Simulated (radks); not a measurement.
Results of a calculation; reference values are marked as such.
Ionisation of the europium ion Eu+, [Xe] 4f7 6s1, to Eu2+, [Xe] 4f7, under several functionals. Dirac Kohn-Sham, spin-unpolarised, spherical densities, point nucleus; open shells fill j = l - 1/2 first; a radial shooting solver on a logarithmic mesh with Libxc functionals.

functional         E(Eu+) (hartree)  Exc (hartree)  IE (eV)  -e(HOMO) (eV)  <r> HOMO (bohr)  IE error (eV)
OLYP                    -10856.0049      -247.2541   11.105          8.130            3.939         -0.135
SOGGA                   -10847.7641      -238.7924   11.032          8.383            3.866         -0.208
BP86                    -10853.5752      -244.6628   11.256          8.586           0.9818         +0.016
Wu-Cohen GGA            -10851.0621      -242.1287   11.061          8.453            3.847         -0.179
exchange-only PBE       -10848.4936      -239.5107   10.886          7.315           0.9902         -0.354
exchange-only B88       -10849.5550      -240.5894   10.685          7.333           0.9892         -0.555

NIST Atomic Spectra Database: 11.24 eV (semi-empirical). Closest: BP86. The Delta-SCF values span 0.57 eV, the total energies 8.24 hartree. The highest occupied level is 6s1/2. Spin polarisation and multiplet splitting are left out, so open shells lie too high by an amount that depends on their filling.

Beside tabulated values, note that spin-unpolarised runs miss the spin-polarisation part of the exchange energy of open shells.
